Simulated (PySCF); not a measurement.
Computed shifts of a molecule CH₃FO₂Si, PBE/pcSseg-1 in PySCF, GIAO, gas phase, equivalent atoms averaged, in ppm (number of nuclei): ¹³C: 165.1 (1). ²⁹Si: -6.6 (1). ¹⁹F: -217.2 (1). ¹H: 8.09 (1), 5.99 (2). References: ¹⁷O against H2O (σ = 334.3 ppm); ¹³C against TMS (σ = 182.0 ppm); ²⁹Si against TMS (σ = 335.4 ppm); ¹⁹F against CFCl3 (σ = 133.6 ppm); ¹H against TMS (σ = 31.49 ppm), references at their B3LYP-D3(BJ)/def2-TZVP geometries, non-relativistic. Geometry optimised at PBE0-D3(BJ)/def2-SVP. The values are those of a single conformer.

### Question
Which structure fits?
(A) O=C(O)[SiH2]F
(B) O=CO[SiH2]F
(C) F[SiH]1OCO1
(D) O=C[Si@@H](O)F

### Answer
B, O=CO[SiH2]F
